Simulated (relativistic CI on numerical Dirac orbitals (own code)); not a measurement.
# Co²⁺ in a cubic cluster: L2,3 absorption with charge transfer

Computed with a charge-transfer multiplet model of a cubic metal-ligand cluster with up to 3 ligand holes, Slater and spin-orbit integrals from Dirac-Coulomb-Breit ions, Slater integrals scaled by 0.8. The ground state mixes d7 with configurations of k ligand holes L, whose averages lie at kΔ + k(k − 1)U_dd/2; a core hole lowers each added d electron by U_cd. 300 K, Lorentzian 0.4 eV and Gaussian 0.3 eV FWHM.

Atomic integrals in eV (Slater integrals scaled, ζ unscaled), ground: F2dd 9.233, F4dd 5.731, zeta_d 0.063; with the core hole: F2dd 9.869, F4dd 6.132, zeta_d 0.084, zeta_core 9.670, F2cd 5.831, G1cd 4.368, G3cd 2.482.

Cluster parameters (eV): Δ = 4.8, U_dd = 7.5, U_cd = 8.8, 10Dq(ligand) = 0.3, V(eg) = 2.85, V(t2g) = -1.34, final-state hopping factor = 0.9.

Weights, n_d and S are thermal averages at 300 K. Photon energies count from the first peak over 30 % of the highest in each spectrum, which can be another peak from case to case. The parameters are a model scan and need not match a compound or its usual spin state. A negative ionic 10Dq is a model choice; hopping adds the covalent part of the field. Peaks in eV (height, largest 100): 0.0 (93), 0.6 (100), 1.5 (94), 15.9 (34), 17.2 (7).

**Question.** Which parameters give this spectrum?
A. 10Dq = 0.5 eV
B. 10Dq = -0.1 eV
C. 10Dq = 0.8 eV
D. 10Dq = 1.4 eV
E. 10Dq = 1.7 eV

**Answer.** B. 10Dq = -0.1 eV; the ground state then has 7.25 d electrons and S = 1.50. The choice follows from running the model for each set and comparing peak positions and heights.
